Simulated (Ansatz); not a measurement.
One change: `CB(N)F` becomes `C[B](N)[GaH2]`.

Ansatz, PBE0-D4/def2-TZVP geometries, multiplicity 1. Each molecule was computed in one conformer, which needn't be the lowest.

Scalar relativity is left out up to krypton.

| property | `CB(N)F` |
| --- | --- |
| HOMO energy (B3LYP/def2-TZVPP) / eV | -8.04 |
| HOMO–LUMO gap (ωB97M-V/def2-TZVPP) / eV | 12.71 |
| HOMO–LUMO gap (PBE0/def2-TZVPP) / eV | 9.07 |
| size of the dipole moment (ωB97M-V/def2-TZVPP) / D | 2.17 |
| HOMO–LUMO gap (B3LYP/def2-TZVPP) / eV | 8.47 |
| size of the dipole moment (B3LYP/def2-TZVPP) / D | 2.19 |

Q: Give the same properties after the change, and the shifts. (An estimate is asked.)

A: Ansatz gave: 
| property | `C[B](N)[GaH2]` | shift |
| --- | --- | --- |
| HOMO energy (B3LYP/def2-TZVPP) / eV | -6.67 | 1.37 |
| HOMO–LUMO gap (ωB97M-V/def2-TZVPP) / eV | 8.93 | -3.78 |
| HOMO–LUMO gap (PBE0/def2-TZVPP) / eV | 5.06 | -4.01 |
| size of the dipole moment (ωB97M-V/def2-TZVPP) / D | 2.51 | 0.34 |
| HOMO–LUMO gap (B3LYP/def2-TZVPP) / eV | 4.64 | -3.83 |
| size of the dipole moment (B3LYP/def2-TZVPP) / D | 2.55 | 0.36 |

With PBE0 the HOMO rises by 1.44 eV and the LUMO falls by 2.57 eV, so the gap narrows by about 4.01 eV. PBE moves the HOMO by 1.10 eV and ωB97M-V by 1.73 eV. The zero-point energy changes by 26.9 kJ/mol with +6 modes. Dipoles are sizes alone; their direction can turn.

B3LYP here is the variant with VWN-RPA as its local correlation; programs differ in this.
